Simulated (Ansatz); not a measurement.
Mulliken charges of `[OH][SnH][F]` radical from PBE/def2-TZVPP in Ansatz (PBE0-D4/def2-TZVP geometry).

```tsv
atom	x (Å)	y (Å)	z (Å)	charge (e)
O1	-0.684	-1.181	0.021	-0.475
Sn2	0.295	0.404	0.636	0.833
F3	-0.050	1.682	-0.773	-0.443
H4	-1.495	-0.969	-0.451	0.189
H5	1.984	-0.010	0.526	-0.104
```

Q: By hand: the dipole of these point charges (1 e Å = 4.8032 D).

A: Σ q r = (0.104, -0.030, 0.722) e Å, of length 0.730 e Å = 3.51 D.

Q: How does the dipole of the full density compare? (Best estimate.)

A: The calculation gave: (-0.013, -0.052, 0.348) e Å, 1.69 D; the point charges give 2.08 times that, at 12° from its direction.

Point charges leave out the atoms' own dipoles, such as those of lone pairs, and Mulliken's split depends on the basis, so the two needn't agree.
